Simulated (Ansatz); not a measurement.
Consider the ligand exchange at the Si–C bond: `O[SiH2]C[Si](O)(O)O` + `N[SiH2][AlH2]` → `O[SiH2]N[SiH2][AlH2]` + `C[Si](O)(O)O`.

Computed with Ansatz on PBE0-D4/def2-TZVP structures; ΔE is electronic, products minus reactants. CBS: MP2 limit from def2 TZ/QZ plus the TZ coupled-cluster correction, frozen cores. One conformer a species, not always the lowest.

`O[SiH2]C[Si](O)(O)O`:

```xyz
15

O     1.191    2.218   -0.303
Si    0.382    1.300   -1.397
C    -0.954    0.300   -0.550
Si   -0.274   -0.834    0.739
O    -1.360   -1.525    1.745
O     0.539   -2.090    0.066
O     0.692    0.139    1.656
H     1.289    1.787    0.555
H    -0.166    2.219   -2.425
H     1.295    0.328   -2.080
H    -1.498   -0.290   -1.296
H    -1.668    0.990   -0.086
H    -1.609   -2.430    1.549
H     1.135   -1.895   -0.660
H     1.007   -0.217    2.489
```

`N[SiH2][AlH2]`:

Z-matrix (Å, degrees):
```
Si
Al 1 2.457
N 1 1.731 2 109.3
H 1 1.503 2 109.4 3 -126.4
H 1 1.493 2 111.4 3 118.8
H 2 1.590 1 121.3 3 -164.1
H 2 1.593 1 120.4 3 16.9
H 3 1.008 1 120.2 2 178.6
H 3 1.007 1 119.2 2 -39.1
```

`O[SiH2]N[SiH2][AlH2]`:

Cartesian coordinates in Å:
```
O -0.121 -2.185 -2.093
Si -0.670 -0.656 -1.835
N -0.603 -0.155 -0.192
Si 0.819 0.084 0.786
Al 0.517 1.924 2.393
H -0.538 -2.895 -1.602
H -2.095 -0.514 -2.239
H 0.228 0.166 -2.677
H -1.494 -0.009 0.258
H 1.936 0.358 -0.165
H 1.220 -1.164 1.513
H 1.748 2.560 3.170
H -0.945 2.486 2.683
```

`C[Si](O)(O)O`:

Z-matrix (Å, degrees):
```
C
Si 1 1.847
H 1 1.092 2 110.3
H 1 1.092 2 110.9 3 120.0
H 1 1.093 2 111.2 3 -119.5
O 2 1.639 1 113.1 3 -57.4
O 2 1.647 1 112.4 3 -174.5
O 2 1.637 1 105.6 3 62.1
H 6 0.958 2 116.0 1 -107.2
H 7 0.958 2 117.9 1 -59.1
H 8 0.959 2 116.8 1 -166.6
```

| species | CCSD(T)/CBS(def2) energy (Eh) |
| --- | --- |
| `O[SiH2]C[Si](O)(O)O` | -921.96980 |
| `N[SiH2][AlH2]` | -589.40062 |
| `O[SiH2]N[SiH2][AlH2]` | -954.93876 |
| `C[Si](O)(O)O` | -556.45185 |

Problem. Work out ΔE.

Solution. ΔE = (-954.93876) + (-556.45185) − (-921.96980) − (-589.40062) = -0.02019 Eh = -53.0 kJ/mol.

Largest T1 diagnostic among the species: 0.012.

In def2-TZVPP, CCSD(T) changes the Hartree–Fock value by +15.2 kJ/mol (the triples alone add +2.2 kJ/mol) and MP2 by +14.3 kJ/mol. The D4 term adds +4.8 kJ/mol with B3LYP and +2.7 kJ/mol with PBE0; it sums over pairs of atoms, weighted by their polarisabilities, and B3LYP, whose exchange is more repulsive, gets the larger term.

B3LYP here is the variant with VWN-RPA as its local correlation; programs differ in this.
